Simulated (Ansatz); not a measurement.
Reaction (SMILES): BN (BH2-NH2) → B atom + 4 H atom + N atom
B3LYP-D3(BJ)/def2-TZVP geometries, fixed; electronic energies without zero-point terms.
Largest species:
```
B
N 1 1.3876
H 2 1.0069 1 123.31
H 2 1.0069 3 113.37 1 180.00
H 1 1.1928 2 119.04 3 0.00
H 1 1.1928 5 121.92 2 180.00
```

Energies in hartree at PBE with Ansatz (a quantum-chemistry and plane-wave program); the atomisation energy is their sum with the coefficients shown, times 627.509 kcal/mol a hartree. All functions are spherical. The program fits the integrals of some runs and decomposes those of others, by size. Open shells are unrestricted. No added dispersion term, no relativity.

```csv
species,coefficient,part,cc-pVDZ,cc-pVTZ,cc-pVQZ
BN (BH2-NH2),-1,PBE,-81.91580,-81.94851,-81.95593
B atom,+1,PBE,-24.60721,-24.60986,-24.61106
H atom,+4,PBE,-0.49863,-0.49962,-0.49985
N atom,+1,PBE,-54.51718,-54.52967,-54.53354
```

Task: Predict the atomisation energy in cc-pV5Z (X = 5): let each PBE step shrink by the ratio of the last two. Compare with the run.

Result: 
- BN (BH2-NH2): steps -0.03271 and -0.00742, ratio 0.227, so PBE -81.95761 (run: -81.95849).
- B atom: steps -0.00265 and -0.00120, ratio 0.453, so PBE -24.61160 (run: -24.61196).
- H atom: steps -0.00099 and -0.00023, ratio 0.232, so PBE -0.49990 (run: -0.49997).
- N atom: steps -0.01249 and -0.00387, ratio 0.310, so PBE -54.53474 (run: -54.53529).
Predicted 509.33 kcal/mol; the run in cc-pV5Z gives 509.14, a miss of 0.19. Keeping the value in cc-pVQZ, 509.49, would miss by 0.36. All sums are of the energies as printed.
